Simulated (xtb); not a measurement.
trans-(1R,2R)-1-chloro-2-fluorocyclobutane (C4H6ClF), SMILES F[C@@H]1CC[C@H]1Cl. All values are semi-empirical tight-binding results from xtb (GFN2-xTB unless named), good for trends rather than for accurate numbers. Coordinates come from a GFN2-xTB optimisation.

Optimised geometry:

```xyz
12

F     -1.9977    -0.8214    -0.1077
C     -1.0241     0.0913     0.1963
C     -1.0142     1.3562    -0.6728
C      0.4940     1.1594    -0.9028
C      0.3711    -0.2600    -0.3315
Cl     1.5721    -0.7308     0.8825
H     -1.0711     0.2648     1.2739
H     -1.3168     2.2744    -0.1779
H     -1.6045     1.2152    -1.5747
H      1.1036     1.8023    -0.2730
H      0.8434     1.2229    -1.9298
H      0.3389    -1.0451    -1.0864
```

Question: Estimate the properties. (Estimate from the structure and the level; the computed values follow.)

Answer: 
```json
{
 "orbital_gap": "6.90 eV",
 "dipole_moment": "2.57 D",
 "zero_point_energy": "57.7 kcal/mol",
 "G − E(el) at 298.15 K (modified RRHO)": "38.7 kcal/mol",
 "static polarisability (D4 model)": "59.1 bohr³",
 "solvation energy, GFN2-xTB/ALPB(water)": "-3.2 kcal/mol",
 "solvation energy, GFN2-xTB/ALPB(ether)": "-5.6 kcal/mol"
}
```

Question: Give the atomic charges and the Wiberg bond orders between heavy atoms. (Estimate from the structure and the level; the computed values follow.)

Answer: charges (e) F1 -0.24, C2 0.14, C3 -0.08, C4 -0.07, C5 0.06, Cl6 -0.20, H7 0.06, H8 0.06, H9 0.07, H10 0.07, H11 0.06, H12 0.07. Bond orders F1–C2 0.94, C2–C3 0.98, C3–C4 1.00, C2–C5 0.98, C4–C5 0.99, C5–Cl6 0.95.
